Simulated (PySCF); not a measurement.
C8H5FOS, SMILES c1c(F)c(-c2occc2)sc1.

Coordinates come from a B3LYP-D3(BJ)/def2-SVP optimisation. The structure was generated by enumeration, and PubChem lists no compound with its InChIKey, so it may never have been made. One conformer was computed; it need not be the lowest.

Two levels are set side by side: TDA-PBE/def2-SVP (PySCF) and TDA-B3LYP/def2-SVP (PySCF). Vertical, same geometry. The lowest singlet is HOMO→LUMO 79 % with PBE and HOMO→LUMO 93 % with the other functional; states are paired by order. Differences are taken from unrounded values.

```
quantity                               TDA-B3LYP  TDA-PBE  TDA-PBE minus TDA-B3LYP
-------------------------------------  ---------  -------  -----------------------
lowest singlet excitation (eV)              4.45     4.20                    -0.26
lowest triplet excitation (TDA) (eV)        2.71     2.66                    -0.05
first bright state (f over 0.05) (eV)       4.45     4.20                    -0.26
its oscillator strength                     0.64     0.48                    -0.16
```

Functionals without exact exchange tend to place singlet excitations lower, as here. Differences between two approximate levels are no errors against the true value.

Rough cost on one machine, each run with all the roots and properties that it gave: TDA-B3LYP against TDA-PBE about 2 times.
